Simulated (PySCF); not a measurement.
Ligands exchanged one at a time, Ga H-Cl. Gas-phase values, no solvent. Strings in code marks are SMILES.

Quantity: redistribution energy (mixed species minus the weighted end members), in kcal/mol.

Case: 1 of 3 H replaced by Cl: `[Cl][GaH2]`. The other species in the difference include `[GaH3]` (neutral, multiplicity 1). Geometry of `[Cl][GaH2]` (neutral, multiplicity 1, Å):

```xyz
4

Cl     1.9536    -0.0074     0.0576
Ga    -0.2116     0.0008    -0.0062
H     -0.8763    -1.4069    -0.0288
H     -0.8658     1.4135    -0.0226
```

Question: Give the redistribution energy (mixed species minus the weighted end members) at the level B3LYP/LANL2DZ // B3LYP-D3(BJ)/def2-TZVP (PySCF).

Answer: -5.02 kcal/mol.
